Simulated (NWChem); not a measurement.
System: WN$_{3}$H$_{5}$O; SMILES [NH2][W](=[NH])([OH])=[NH]

Input file for NWChem:

```
start job
memory heap 200 mb stack 900 mb global 1100 mb
geometry units angstroms noautosym nocenter noautoz
  W      0.064092     0.025129     0.000410
  N     -0.908120     0.168287    -1.452508
  H     -1.744316     0.276745    -2.015570
  N     -0.904609     0.171467     1.455307
  H     -1.738707     0.280309     2.021379
  O      0.986404    -1.646477     0.000866
  H      0.620767    -2.534908    -0.003952
  N      1.320219     1.520441    -0.002399
  H      1.581282     2.036596     0.832060
  H      1.580273     2.034248    -0.838623
end
basis spherical
  W library def2-svpd
  N library def2-svpd
  H library def2-svpd
  O library def2-svpd
end
ecp
  W library def2-ecp
end
dft
  xc hfexch
  iterations 150
end
property
  response 1 0.0
end
task dft property
```

Output (shortened):

```
             Northwest Computational Chemistry Package (NWChem) 7.3.0
             --------------------------------------------------------

                             Geometry "geometry" -> ""
                             -------------------------

 Output coordinates in angstroms (scale by  1.889725989 to convert to a.u.)

  No.       Tag          Charge          X              Y              Z
 ---- ---------------- ---------- -------------- -------------- --------------
    1 W                   74.0000     0.06409200     0.02512900     0.00041000
    2 N                    7.0000    -0.90812000     0.16828700    -1.45250800
    3 H                    1.0000    -1.74431600     0.27674500    -2.01557000
    4 N                    7.0000    -0.90460900     0.17146700     1.45530700
    5 H                    1.0000    -1.73870700     0.28030900     2.02137900
    6 O                    8.0000     0.98640400    -1.64647700     0.00086600
    7 H                    1.0000     0.62076700    -2.53490800    -0.00395200
    8 N                    7.0000     1.32021900     1.52044100    -0.00239900
    9 H                    1.0000     1.58128200     2.03659600     0.83206000
   10 H                    1.0000     1.58027300     2.03424800    -0.83862300

 Effective nuclear repulsion energy (a.u.)     781.7503504896

                                 NWChem DFT Module
                                 -----------------

 Summary of "ao basis" -> "ao basis" (spherical)
 ------------------------------------------------------------------------------
       Tag                 Description            Shells   Functions and Types
 ---------------- ------------------------------  ------  ---------------------
 W                         def2-svpd                13       35   6s4p2d1f
 N                         def2-svpd                 8       20   4s2p2d
 H                         def2-svpd                 4        8   2s2p
 O                         def2-svpd                 9       23   4s3p2d

            General Information
            -------------------
          SCF calculation type: DFT
          Wavefunction type:  closed shell.
          No. of atoms     :    10
          No. of electrons :    48
           Alpha electrons :    24
            Beta electrons :    24
          Charge           :     0
          Spin multiplicity:     1
          Use of symmetry is: off; symmetry adaption is: off
          Maximum number of iterations: 150
          AO basis - number of functions:   158
                     number of shells:    66
          Convergence on energy requested:  1.00D-06
          Convergence on density requested:  1.00D-05
          Convergence on gradient requested:  5.00D-04

              XC Information
              --------------
                     Hartree-Fock (Exact) Exchange  1.000

      Superposition of Atomic Density Guess
      -------------------------------------

 Sum of atomic energies:        -313.10088962

      Non-variational initial energy
      ------------------------------

 Total energy =    -307.240390
 1-e energy   =    -879.073676
 2-e energy   =     349.756571
 HOMO         =      -0.348929
 LUMO         =      -0.010789

   convergence    iter        energy       DeltaE   RMS-Dens  Diis-err
 ---------------- ----- ----------------- --------- --------- ---------
 d= 0,ls=0.0,diis     1   -307.1494837756 -5.29D+02  1.50D-02  2.30D+00
 d= 0,ls=0.0,diis     2   -307.1011068216  4.84D-02  8.64D-03  2.86D+00
 d= 0,ls=0.0,diis     3   -307.3888616459 -2.88D-01  1.13D-03  5.16D-02
 d= 0,ls=0.0,diis     4   -307.3946656179 -5.80D-03  4.92D-04  5.05D-03
 d= 0,ls=0.0,diis     5   -307.3953255088 -6.60D-04  1.64D-04  3.15D-04
  Resetting Diis
 d= 0,ls=0.0,diis     6   -307.3953848058 -5.93D-05  7.40D-05  4.29D-05
 d= 0,ls=0.0,diis     7   -307.3953990545 -1.42D-05  2.70D-05  5.22D-06
 d= 0,ls=0.0,diis     8   -307.3954011910 -2.14D-06  1.14D-05  2.14D-06
 d= 0,ls=0.0,diis     9   -307.3954020076 -8.17D-07  2.31D-05  1.45D-06
 d= 0,ls=0.0,diis    10   -307.3954028186 -8.11D-07  4.81D-06  1.72D-07

         Total DFT energy =     -307.395402818600
      One electron energy =     -883.605159198871
           Coulomb energy =      390.664980347245
    Exchange-Corr. energy =      -36.531939044585
 Nuclear repulsion energy =      222.076715077612

 Numeric. integr. density =        0.000000000000

                       DFT Final Molecular Orbital Analysis
                       ------------------------------------

 Vector   22  Occ=2.000000D+00  E=-4.206265D-01
              MO Center=  1.0D-01,  6.9D-01,  2.5D-03, r^2= 3.7D+00
   Bfn.  Coefficient  Atom+Function         Bfn.  Coefficient  Atom+Function
  ----- ------------  ---------------      ----- ------------  ---------------
   127      0.319282   8 N  px              130     -0.269357   8 N  px
    69     -0.192318   4 N  py                8     -0.190857   1 W  py
    41     -0.190128   2 N  py               72      0.163981   4 N  py
    39     -0.162893   2 N  s                42     -0.163413   2 N  pz
    44      0.162375   2 N  py               70      0.162835   4 N  pz

[...]

 DFT Linear Response polarizability / au
 Frequency  =       0.0000000 / au
              X              Y              Z
 -----------------------------------------------
 X      63.8286938      3.2714608      0.0051892
 Y       3.2714184     60.5492554      0.0222989
 Z       0.0051904      0.0223001     72.0022787
 -----------------------------------------------
 Eigenvalues =      65.8483223     58.5295650     72.0023405
 Isotropic   =      65.4600759
 Anisotropic =      11.6822906
 -----------------------------------------------

 Magnetic Dipole Response Matrix (nonzero elements):

 Exiting AOResponse driver routine
```

Level: Hartree-Fock/def2-SVPD with def2 effective core potentials on W. All runs use the structure optimised with PBE0/def2-SVP. No frequency run checked for a minimum. def2 effective core potentials on W; no spin-orbit coupling.
